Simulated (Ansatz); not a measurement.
System: LiOH, charge 1, doublet. LiOH+ (parent SMILES [Li][OH], doublet).
B3LYP-D3(BJ)/def2-TZVP minimum from Ansatz (a program for electronic structure):
```xyz
3

Li    -1.0256    -0.6388    -0.8692
O      0.2860     0.1304     0.2461
H      0.7891     0.8732     0.6391
```
Charge +1, spin multiplicity 2.

Total energies in def2-QZVPP, 7 correlated electrons, 2 frozen orbitals. Radicals and triplets start from unrestricted determinants; spin-orbit coupling is neglected. Correlated methods leave the cores frozen. No relativity. The spin of HLiO+ (parent SMILES [Li][OH], doublet) was assumed, and the state is the lowest solution found for it.

```tsv
method	program	energy (Eh)	minus CCSDT(Q) (mEh)
HF	Ansatz	-82.70268	233.57
MP2	Ansatz	-82.91783	18.41
CCSD	Ansatz	-82.92977	6.47
CCSD(T)	Ansatz	-82.93576	0.49
CCSDT(Q)	Ansatz	-82.93624	0.00
```

Rough core times of Ansatz's runs on a shared machine: CCSD(T) 60 s, CCSDT(Q) 20 min.
